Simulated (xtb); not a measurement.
Br4Zr, charge +1, doublet, at a GFN2-xTB geometry (such geometries of metal compounds can be far from the true shape) (the multiplicity is a formal guess); GFN2-xTB in xtb.

xtb was given this input:
```
$ xtb mol.xyz --gfn 2 --chrg 1 --uhf 1 --grad --json

# file mol.xyz
5

Zr     0.00000000    -0.00000000    -0.00000000
Br     1.96941615    -0.53661338    -1.44818939
Br     0.75877208     0.28556007     2.36781055
Br    -1.06752936     2.11935833    -0.79530354
Br    -1.66065887    -1.86830502    -0.12431762
```

**Question.** Predict the main parts of the log of this xtb run.

**Answer.** 
```
   ID    Z sym.   atoms
    1   40 Zr     1
    2   35 Br     2-5

           -------------------------------------------------
          |                Calculation Setup                |
           -------------------------------------------------

           -------------------------------------------------
          |                 G F N 2 - x T B                 |
           -------------------------------------------------

          ...................................................
          :                      SETUP                      :
          :.................................................:
          :  # basis functions                  50          :
          :  # atomic orbitals                  45          :
          :  # shells                           15          :
          :  # electrons                        31          :
          :  max. iterations                   250          :
          :  Hamiltonian                  GFN2-xTB          :
          :  restarted?                      false          :
          :  GBSA solvation                  false          :
          :  PC potential                    false          :
          :  electronic temp.          300.0000000     K    :
          :  accuracy                    1.0000000          :
          :  -> integral cutoff          0.2500000E+02      :
          :  -> integral neglect         0.1000000E-07      :
          :  -> SCF convergence          0.1000000E-05 Eh   :
          :  -> wf. convergence          0.1000000E-03 e    :
          :  Broyden damping             0.4000000          :
          :  net charge                          1          :
          :  unpaired electrons                  1          :
          ...................................................

 iter      E             dE          RMSdq      gap      omega  full diag
   1    -17.6629170 -0.176629E+02  0.585E+00    1.66       0.0  T
   2    -17.7239494 -0.610324E-01  0.619E+00    3.32       1.0  T
   3    -17.7407355 -0.167861E-01  0.459E+00    2.91       1.0  T
   4    -17.7319802  0.875530E-02  0.259E+00    2.05       1.0  T
   5    -17.7463109 -0.143307E-01  0.246E-01    2.50       1.0  T
   6    -17.7462611  0.497668E-04  0.213E-01    2.48       1.0  T
   7    -17.7462903 -0.291942E-04  0.123E-01    2.53       1.0  T
   8    -17.7463222 -0.318892E-04  0.678E-02    2.53       1.0  T
   9    -17.7463280 -0.577283E-05  0.357E-02    2.52       1.3  T
  10    -17.7463293 -0.134850E-05  0.275E-02    2.52       1.6  T
  11    -17.7463306 -0.122158E-05  0.122E-02    2.52       3.7  T
  12    -17.7463308 -0.240922E-06  0.415E-03    2.52      10.8  T
  13    -17.7463308 -0.306875E-07  0.382E-04    2.51     117.2  T
  14    -17.7463308 -0.453177E-09  0.371E-05    2.51    1204.6  T

   *** convergence criteria satisfied after 14 iterations ***

         :::::::::::::::::::::::::::::::::::::::::::::::::::::
         ::                     SUMMARY                     ::
         :::::::::::::::::::::::::::::::::::::::::::::::::::::
         :: total energy             -17.703512178507 Eh    ::
         :: gradient norm              0.000042060600 Eh/a0 ::
         :: HOMO-LUMO gap              2.514506935055 eV    ::
         ::.................................................::
         :: SCC energy               -17.746322852427 Eh    ::
         :: -> isotropic ES            0.116221698588 Eh    ::
         :: -> anisotropic ES          0.007739900912 Eh    ::
         :: -> anisotropic XC         -0.002657096132 Eh    ::
         :: -> dispersion             -0.006040052212 Eh    ::
         :: repulsion energy           0.042810673919 Eh    ::
         :: add. restraining           0.000000000000 Eh    ::
         :: total charge               1.000000000000 e     ::
         :::::::::::::::::::::::::::::::::::::::::::::::::::::

           -------------------------------------------------
          |                Property Printout                |
           -------------------------------------------------

    * Orbital Energies and Occupations

         #    Occupation            Energy/Eh            Energy/eV
      -------------------------------------------------------------
         1        2.0000           -1.0791496             -29.3652
       ...           ...                  ...                  ...
         4        2.0000           -1.0616786             -28.8897
         5        2.0000           -0.7250183             -19.7288
         6        2.0000           -0.6458250             -17.5738
         7        2.0000           -0.6458250             -17.5738
         8        2.0000           -0.6458250             -17.5738
         9        1.9947           -0.6276844             -17.0802
        10        1.9947           -0.6276844             -17.0802
        11        1.9947           -0.6276844             -17.0802
        12        1.9904           -0.6271134             -17.0646
        13        1.9904           -0.6271134             -17.0646
        14        1.6784           -0.6234190             -16.9641
        15        1.6784           -0.6234190             -16.9641
        16        1.6784           -0.6234190             -16.9641 (HOMO)
        17                         -0.5310126             -14.4496 (LUMO)
        18                         -0.5310126             -14.4496
        19                         -0.5162425             -14.0477
        20                         -0.5162425             -14.0477
        21                         -0.5162425             -14.0477
        22                         -0.2200304              -5.9873
        23                         -0.1613567              -4.3907
        24                         -0.1613567              -4.3907
        25                         -0.1613567              -4.3907
        26                         -0.1579563              -4.2982
        27                         -0.1579563              -4.2982
       ...                                ...                  ...
        45                          1.2982658              35.3276
      -------------------------------------------------------------
                  HL-Gap            0.0924064 Eh            2.5145 eV
             Fermi-level           -0.5999629 Eh          -16.3258 eV

     #   Z          covCN         q      C6AA      α(0)
     1  40 Zr       3.031     1.129   100.567    24.131
     2  35 Br       0.758    -0.032   185.310    21.947
     3  35 Br       0.758    -0.032   185.310    21.947
     4  35 Br       0.758    -0.032   185.310    21.947
     5  35 Br       0.758    -0.032   185.310    21.947

 Mol. C6AA /au·bohr⁶  :       4063.072915
 Mol. C8AA /au·bohr⁸  :     306286.981933
 Mol. α(0) /au        :        111.917305

Wiberg/Mayer (AO) data.
largest (>0.10) Wiberg bond orders for each atom

 ---------------------------------------------------------------------------
     #   Z sym  total        # sym  WBO       # sym  WBO       # sym  WBO
 ---------------------------------------------------------------------------
     1  40 Zr   4.249 --     5 Br   1.062     4 Br   1.062     2 Br   1.062
                             3 Br   1.062
     2  35 Br   1.251 --     1 Zr   1.062
     3  35 Br   1.251 --     1 Zr   1.062
     4  35 Br   1.251 --     1 Zr   1.062
     5  35 Br   1.251 --     1 Zr   1.062
 ---------------------------------------------------------------------------

Topologies differ in total number of bonds
Writing topology from bond orders to xtbtopo.mol

molecular dipole:
                 x           y           z       tot (Debye)
 q only:       -0.000       0.000       0.000
   full:       -0.000       0.000       0.000       0.000
molecular quadrupole (traceless):
                xx          xy          yy          xz          yz          zz
 q only:       -0.000      -0.000       0.000       0.000      -0.000       0.000
  q+dip:       -0.000      -0.000       0.000       0.000      -0.000       0.000
   full:       -0.000      -0.000       0.000       0.000      -0.000       0.000

           -------------------------------------------------
          | TOTAL ENERGY              -17.703512178507 Eh   |
          | GRADIENT NORM               0.000042060600 Eh/α |
          | HOMO-LUMO GAP               2.514506935055 eV   |
           -------------------------------------------------

normal termination of xtb
```
